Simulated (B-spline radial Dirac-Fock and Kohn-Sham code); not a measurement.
Auger decay of the L3 hole in La²⁺

System: the La²⁺ ion in the configuration [Xe] 5d1.

Input file task.json (cfg lists n, l and occupation; rrms is the nuclear radius in fm):

```json
{"items": [{
  "Z": 57,
  "q": 2,
  "cfg": [[1, 0, 2], [2, 0, 2], [2, 1, 6], [3, 0, 2], [3, 1, 6], [3, 2, 10], [4, 0, 2], [4, 1, 6], [4, 2, 10], [5, 0, 2], [5, 1, 6], [5, 2, 1]],
  "A": 139,
  "rrms": 4.855,
  "do": ["binding", "quiet", "decay"],
  "holes": ["K", "L1", "L2", "L3", "M1", "M2", "M3", "M4", "M5", "N1", "N2", "N3", "N4", "N5"]
}]}
```

Run with: `python xray_run.py task.json out`

Level of theory: a relativistic independent-particle model: LDA orbitals of the hole state, radiative multipoles to third order, Auger rates from the Coulomb interaction with a continuum orbital, Dirac-Fock energies; a radial B-spline solver. Kinetic energies are configuration averages from the vacuum level; the two-hole energies are estimated from single-hole states.

```tsv
transition	kinetic energy (eV)	width (meV)	share (%)
L3-M1M3	2916.4	82.4	3.0
L3-M2M3	3070.4	140	5.0
L3-M3M3	3151.3	190	6.8
L3-M2M5	3360.3	87.3	3.1
L3-M3M4	3426.3	201	7.2
L3-M3M5	3446.2	301	10.8
L3-M4M4	3699.7	30.3	1.1
L3-M4M5	3715.6	585	21.0
L3-M5M5	3733.7	390	14.0
L3-M3N3	4098.9	67.8	2.4
L3-M3N4	4201.6	34.5	1.2
L3-M3N5	4204.9	50.8	1.8
L3-M5N3	4392.4	47.8	1.7
L3-M4N5	4481.8	76.0	2.7
L3-M5N4	4495.4	90.3	3.2
L3-M5N5	4499.1	114	4.1
```

The listed channels hold 89 % of the non-radiative rate. Summed by principal shells, of 2.78 eV in all: LMM 73.3 %, LMN 23.0 %, LNN 1.8 %, LMO 1.6 %, LNO 0.3 %.

Values without a named source are computed, but for edge energies of neutral atoms, which are taken from tables.
